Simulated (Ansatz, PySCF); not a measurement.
Br2Si, charge -1, doublet, geometry from GFN2-xTB (a state made from the parent by changing its charge; the spin is typed, not shown lowest) (in this run its highest filled SCF level lies above zero, so its values depend strongly on the basis, on diffuse functions most of all). Base run: REVPBE/STO-3G run with PySCF.

Geometry (Å):
```xyz
3

Si    -0.0253    -0.0047     1.3200
Br     1.1140    -1.6975    -0.2487
Br    -1.1039     1.6994    -0.2793
```
Charge -1, spin multiplicity 2.
Orbitals are unrestricted.
All else is at PySCF's defaults.

The same geometry, method and basis name were run in Ansatz (a program for electronic structure) and PySCF, at each program's defaults and at the settings that a row names. The base is PySCF at its defaults. Differences at the defaults can come from grids, fitting, cores and function types together.

```tsv
code and settings	ΔE vs base (mEh)	basis functions	E (Eh)	SCF cycles
PySCF, defaults (exact integrals, its default grid, spherical functions)	0.000	45	-5377.53583	8
Ansatz, defaults (factorised integrals, its default grid, spherical functions)	-0.012	45	-5377.53584	-
PySCF, density fitting with def2-universal-jkfit	-4.224	45	-5377.54006	8
PySCF, fine grid	0.001	45	-5377.53583	8
Ansatz, high accuracy	-0.010	45	-5377.53584	-
```

Open shells are given as the SCF converged; they aren't shown to be the lowest states, and a large step between rows can be another state.
